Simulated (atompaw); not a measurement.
W (Z = 74): one change to a PAW (atompaw) potential, before and after

atompaw 4.2.0.5 input, output lines left out:

```
W 74
GGA-PBESOL scalarrelativistic loggrid 2001 logderivrange -8 5 326
6 6 5 4 0 0
6 1 0
5 2 4
0 0 0
c
c
c
c
v
v
c
c
c
v
v
c
c
v
c
2
2.40 2.00 1.60 1.45
n
n
y
4.5
n
custom rrkj vanderbiltortho sinc
3 0.5 troulliermartins
1.30
2.40
1.75
2.40
1.55
1.55
```

Change: augmentation sinc compensation charge, radius 2.00 bohr; PAW radius 2.40 bohr; waves and projectors: custom polynom2 7 10 vanderbiltortho.

Cutoffs: the cutoffs (Ry, on a coarse ladder) from which the occupation-weighted sum of valence levels, in a spherical-Bessel basis at the reference potential, stays within 10 and 1 mRy of its value at 400 Ry; they do not see the model core or the augmentation charge, which bear on the density cutoff.

Q: What does the change do?

A: The potential gets neither clearly harder nor softer (40 Ry and 70 Ry → 30 Ry and 140 Ry); both files keep a bound ghost (s).

```tsv
quantity	base	changed
cutoff, loose	40 Ry	30 Ry
cutoff, tight	70 Ry	140 Ry
loose cutoff by channel (10 mRy a level)	s 21 Ry, p 25 Ry, d 30 Ry	s 15 Ry, p 18 Ry, d 21 Ry
bound ghosts	s	s
s: phases at 2.42 bohr within 0.05 rad from the reference energy up to (Ry; the scan ends near 5)	2.2	1.4
p: phases at 2.42 bohr within 0.05 rad from the reference energy up to (Ry; the scan ends near 5)	0.2	0.2
d: phases at 2.42 bohr within 0.05 rad from the reference energy up to (Ry; the scan ends near 5)	to the end of the scan	to the end of the scan
lowest overlap eigenvalue by channel	s 0.25, p 0.48, d 0.51	s 0.28, p 0.48, d 0.86
```

 A true bound ghost makes a file unfit for plane-wave use even where its test errors are small: the radial tests pick states by their node count and pass the ghost by. The cutoffs see the waves, projectors and local potential, not the compensation charge or the core.
